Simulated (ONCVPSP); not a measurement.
## lithium (Li): one change to an ONCV potential, before and after

| Item | Value |
| --- | --- |
| Element | Li (Z = 3) |
| Generator | ONCVPSP 4.0.1 |
| Type | optimised norm-conserving Vanderbilt (ONCV) |
| Functional | PBE |
| Relativity | scalar-relativistic |
| Frozen core | [He] |
| Valence charge | 1 |
| Reference configuration | 2s1 |
| Partial waves | 2s: rc 3.20 bohr, ncon 5, nbas 9, qcut 2.6 1/bohr, 2 projectors, debl 1.5 Ha; p scattering state at 0.26 Ha: rc 2.75 bohr, ncon 3, nbas 6, qcut 2.6 1/bohr, 2 projectors, debl 3.9 Ha; d scattering state at 0.26 Ha: rc 3.10 bohr, ncon 3, nbas 6, qcut 3.5 1/bohr, 1 projector |
| Local potential | polynomial inside 2.10 bohr (lpopt 5, dvloc0 6 Ha) |
| Core correction | Teter function, fcfact 6, rcfact 1.45 |

In the p channel the program set the typed energies aside and used 0.050, 3.950 Ha.

All-electron outer shells of the reference configuration (PBE, scalar-relativistic, ld1.x):

```csv
shell,level (eV),outermost node (bohr),outermost maximum (bohr)
1s,-51.85,–,0.36
2s,-2.87,0.83,3.12
```

Change: d: rc 2.75, qcut 3.9, nproj 0; local potential the d channel.

Cutoffs: the cutoffs (Ha) at which the residual kinetic energy of the hardest occupied pseudo-wave falls to 1 and 0.1 mHa per electron; they do not see the model core or the augmentation charge, which bear on the density cutoff. Errors are all-electron minus pseudo energies relative to the spin-unpolarised reference configuration.

Question: What does the change do?

Answer: The potential gets neither clearly harder nor softer (1.9 Ha and 2.9 Ha → 1.9 Ha and 2.9 Ha); the bound ghost in s disappears. In the separable form a ghost depends on how the local part lies against the semilocal potential of the channel, so the choice of the local part can create or remove one.

```tsv
quantity	base	changed
cutoff, loose	1.9 Ha	1.9 Ha
cutoff, tight	2.9 Ha	2.9 Ha
bound ghosts	s	none
GHOST(+) flags under 300 eV	p at 123.3 eV	p at 112.7 eV
tests with a reliable result	1 of 2	1 of 2
error for 2s0.5, meV [ΔE 2.05 eV]	+6.4	+6.5
s: phases at 3.24 bohr within 0.05 rad from the reference energy up to (Ha; the scan ends near 5)	3.4	2.6
p: phases at 2.79 bohr within 0.05 rad from the reference energy up to (Ha; the scan ends near 5)	0.3	0.3
rms error of d²Exc/dni dnj with the model core, mHa	2.48	2.48
```

Base: The cutoffs count occupied waves only; projector 2 of the p channel, the hardest unoccupied one, needs 44 Ha at the loose tolerance. Changed file: The cutoffs count occupied waves only; projector 2 of the p channel, the hardest unoccupied one, needs 44 Ha at the loose tolerance. A true bound ghost makes a file unfit for plane-wave use even where its test errors are small: the radial tests pick states by their node count and pass the ghost by.
